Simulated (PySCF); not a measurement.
Telling isomers of C$_{6}$H$_{14}$Si apart by NMR

PySCF calculation with GFN2-xTB geometry and GIAO PBE0/pcSseg-1 shieldings; isolated molecule, one averaged value for each set of equivalent atoms, one conformer, non-relativistic Hamiltonian.

δ = σ(ref) − σ, references computed at the same level: ¹H, ¹³C against TMS. Where no couplings were computed, multiplicities follow the n + 1 count of equivalent neighbours, and m marks all less simple cases (inequivalent or close neighbours, rings, F or P nearby). Shifts are as computed. Against solution values, carbons near 30 ppm lie about +3 ppm off and those near 130 ppm about +5 ppm. Of 1309 compounds with measured shifts, 239 miss one by over three times the rms of a fit or turn the order of signals round; such compounds aren't used in these exercises.

(1) Tabulate the signals of `C/C=C(/CC)C[SiH3]`, `C=C(C)[Si](C)(C)C`, `C[SiH2][C@@H]1CC[C@@H]1C` and their relative energies.

(2) What is the quickest way to tell C=C(C)[Si](C)(C)C from C[SiH2][C@@H]1CC[C@@H]1C?

(3) What is the quickest way to tell C/C=C(/CC)C[SiH3] from C=C(C)[Si](C)(C)C?

(4) What is the quickest way to tell C/C=C(/CC)C[SiH3] from C[SiH2][C@@H]1CC[C@@H]1C?

Answers

(1) 
```json
{"SMILES": "C/C=C(/CC)C[SiH3]", "carbon types": "1×C 1×CH 2×CH2 2×CH3", "δC": "146.5, 125.4, 36.7, 17.8, 17.5, 13.9", "δH": "5.43 (q, 1H), 3.82 (t, 3H), 1.99 (q, 2H), 1.78 (q, 2H), 1.76 (d, 3H), 1.07 (t, 3H)", "E rel. (kcal/mol)": "23.4"}
{"SMILES": "C=C(C)[Si](C)(C)C", "carbon types": "1×C 1×CH2 4×CH3", "δC": "157.3, 131.4, 27.1, -1.4", "δH": "5.96 (br s, 1H), 5.43 (br s, 1H), 1.92 (s, 3H), 0.09 (s, 9H)", "E rel. (kcal/mol)": "0.0"}
{"SMILES": "C[SiH2][C@@H]1CC[C@@H]1C", "carbon types": "2×CH 2×CH2 2×CH3", "δC": "33.0, 29.0, 24.3, 22.9, 20.5, -5.6", "δH": "4.42 (m, 1H), 3.93 (m, 1H), 2.70 (m, 1H), 2.23 (m, 1H), 2.09 (m, 1H), 1.95 (m, 1H), 1.71 (m, 1H), 1.49 (m, 1H), 1.14 (d, 3H), 0.14 (m, 3H)", "E rel. (kcal/mol)": "20.0"}
```

Energies are electronic energies at PBE0/pcSseg-1 on these geometries, without zero-point or thermal terms, each for the one conformer computed, which needn't be the lowest.

(2) Count the carbon signals: 4 against 6. The first has a fully substituted alkene carbon (C) at 157.3 ppm, the second an sp3 CH in a ring at 33.0 ppm. In the proton spectra the most deshielded non-exchanging signals are 5.96 (br s, 1H) and 4.42 (m, 1H).

(3) Count the carbon signals: 6 against 4. The first has an alkene CH at 125.4 ppm, the second a terminal =CH2 carbon at 131.4 ppm. Their most deshielded carbons lie at 146.5 and 157.3 ppm. In the proton spectra the most deshielded non-exchanging signals are 5.43 (q, 1H) and 5.96 (br s, 1H).

(4) Both give the same number of carbon signals, but DEPT or the intensities differ. The first has a fully substituted alkene carbon (C) at 146.5 ppm, the second an sp3 CH in a ring at 33.0 ppm. In the proton spectra the most deshielded non-exchanging signals are 5.43 (q, 1H) and 4.42 (m, 1H).
